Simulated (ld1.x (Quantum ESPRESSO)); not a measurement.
# Before and after: TM potential for Te

ld1.x (Quantum ESPRESSO) 7.5 input, shortened:

```
&input
   title='Te', zed=52., rel=1, dft='PZ', iswitch=3,
   config='[Kr] 4d10 5s2 5p1'
 /
 &inputp
   pseudotype=2, tm=.true., lloc=0,
   nlcc=.false.
 /
3
5P  2  1   1.00   0.00  1.75  1.75  0.0
4D  3  2  10.00   0.00  1.60  1.60  0.0
5S  1  0   2.00   0.00  1.50  1.50  0.0
 &test
   configts(1)='4d10 5s2 5p1'
 /
```

All-electron outer shells of the reference configuration (LDA (PZ), scalar-relativistic, ld1.x):

| shell | level (eV) | outermost node (bohr) | outermost maximum (bohr) |
| --- | --- | --- | --- |
| 4p | -145.14 | 0.38 | 0.74 |
| 4d | -72.46 | 0.36 | 0.81 |
| 5s | -43.14 | 0.91 | 1.73 |
| 5p | -31.99 | 0.99 | 1.99 |

Change: core correction a·sin(br)/r model core inside 1.16 bohr.

Cutoffs: the cutoffs (Ry, on a coarse ladder) from which the occupation-weighted sum of valence levels, in a spherical-Bessel basis at the reference potential, stays within 10 and 1 mRy of its value at 400 Ry; they do not see the model core or the augmentation charge, which bear on the density cutoff. Errors are all-electron minus pseudo energies relative to the spin-unpolarised reference configuration.

Task: How do hardness, ghosts and transferability respond?

Result: The potential gets neither clearly harder nor softer (90 Ry and 160 Ry → 90 Ry and 160 Ry); of the 9 tests that both files solve, the error grows in 0 and shrinks in 9 by more than 15 % and 0.3 meV (median size 37.8 → 28.9 meV); neither file shows a bound ghost. Exchange and correlation are not linear in the density, so unscreening with the valence charge alone errs where core and valence overlap; a model core restores that term. A model core, the more so a compact one, raises the density cutoff, which this test does not measure.

```csv
quantity,base,changed
"cutoff, loose",90 Ry,90 Ry
"cutoff, tight",160 Ry,160 Ry
bound ghosts,none,none
"error for 4d10 5s2 5p4, meV [ΔE -55.32 eV]",+59,+45
"error for 4d10 5s2 5p3, meV [ΔE -45.41 eV]",+38,+29
"error for 4d10 5s2 5p2, meV [ΔE -27.23 eV]",+15,+12
"error for 4d10 5s2 5p3.5, meV [ΔE -51.34 eV]",+49,+37
"error for 4d10 5s1 5p4, meV [ΔE -35.48 eV]",+25,+19
"error for 4d10 5s0 5p6, meV [ΔE -36.41 eV]",+25,+16
"error for 4d10 5s1 5p5, meV [ΔE -45.97 eV]",+41,+32
"error for 4d10 5s2 5p1 (spin-polarised), meV [ΔE -0.20 eV]",+5.6,+1.2
"error for 4d10 5s2 5p4 (spin-polarised), meV [ΔE -55.80 eV]",+69,+49
s: phases at 1.90 bohr within 0.05 rad from the reference energy up to (Ry; the scan ends near 5),0.0,0.0
p: phases at 1.90 bohr within 0.05 rad from the reference energy up to (Ry; the scan ends near 5),to the end of the scan,to the end of the scan
d: phases at 1.90 bohr within 0.05 rad from the reference energy up to (Ry; the scan ends near 5),-2.1,-2.1
```
